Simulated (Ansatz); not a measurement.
`C[CH2][Ga]([Cl])[Cl]` and `C[CH2][In]([Cl])[Cl]` differ in one element.

Ansatz, PBE0-D4/def2-TZVP geometries, multiplicity 1. Each molecule was computed in one conformer, which needn't be the lowest.

Elements past krypton have def2 core potentials. Scalar relativity is left out up to krypton.

```
                                      property  `C[CH2][Ga]([Cl])[Cl]`
            HOMO energy (PBE0/def2-TZVPP) / eV                   -8.41
       HOMO–LUMO gap (ωB97M-V/def2-TZVPP) / eV                   11.12
            LUMO energy (PBE0/def2-TZVPP) / eV                   -1.17
         LUMO energy (ωB97M-V/def2-TZVPP) / eV                    0.56
zero-point energy (PBE0-D4/def2-TZVP) / kJ/mol                   177.3
           HOMO–LUMO gap (PBE/def2-TZVPP) / eV                    5.21
```

Q: What does the change do to each property? (An estimate is asked.)

A: Ansatz gave: 
```csv
property,`C[CH2][In]([Cl])[Cl]`,shift
HOMO energy (PBE0/def2-TZVPP) / eV,-8.16,0.25
HOMO–LUMO gap (ωB97M-V/def2-TZVPP) / eV,10.33,-0.79
LUMO energy (PBE0/def2-TZVPP) / eV,-1.59,-0.42
LUMO energy (ωB97M-V/def2-TZVPP) / eV,0.06,-0.50
zero-point energy (PBE0-D4/def2-TZVP) / kJ/mol,175.5,-1.8
HOMO–LUMO gap (PBE/def2-TZVPP) / eV,4.51,-0.70
```

With PBE0 the HOMO rises by 0.25 eV and the LUMO falls by 0.42 eV, so the gap narrows by about 0.67 eV. PBE moves the HOMO by 0.19 eV and ωB97M-V by 0.29 eV.
